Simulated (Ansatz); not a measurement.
Ligand exchange: C2H4ClGa + BH2F → C2H4FGa + BH2Cl

Species: C2H4ClGa `C=[CH][GaH][Cl]`, singlet; BH2F `BF`, singlet; C2H4FGa `C=[CH][GaH][F]`, singlet; BH2Cl `BCl`, singlet. The partners trade Cl for F: Ga–Cl and B–F bonds give way to Ga–F and B–Cl.

Shapes, held fixed at every level: PBE0-D4/def2-TZVP. Flexible molecules stand in one conformer, not always the lowest. Programs: Ansatz 0.2.0. The zero-point and thermal change to 298 K, harmonic and unscaled (PBE0-D4/def2-TZVP), is -2.3 kJ/mol.

Q: Estimate ΔH(298 K) of this reaction.

A: The highest level, CCSD(T)/def2-TZVPP, gives ΔH(298 K) = +76.4 kJ/mol; the levels span +74.6 to +90.4. The column of differences is taken from that level and isn't an error. No measured value is set beside it here. Relativity is left out for Ga. Outer-core shells of Ga are correlated in most correlated rows, in sets that cover them unevenly.

```csv
level,kind,ΔH(298 K) (kJ/mol),less CCSD(T)/def2-TZVPP
HF/def2-SVP,Hartree–Fock,+90.4,+14.0
HF/def2-TZVPP,Hartree–Fock,+90.2,+13.8
SPW92/def2-TZVPP,LDA,+74.6,-1.8
B3LYP-D4/def2-TZVPP,global hybrid,+78.2,+1.8
B2PLYP/def2-TZVPP,double hybrid,+75.9,-0.5
MP2/def2-SVP,perturbation theory,+77.0,+0.6
MP2/def2-TZVPP,perturbation theory,+76.1,-0.3
CCSD(T)/def2-TZVPP,coupled cluster or CI,+76.4,0.0
```
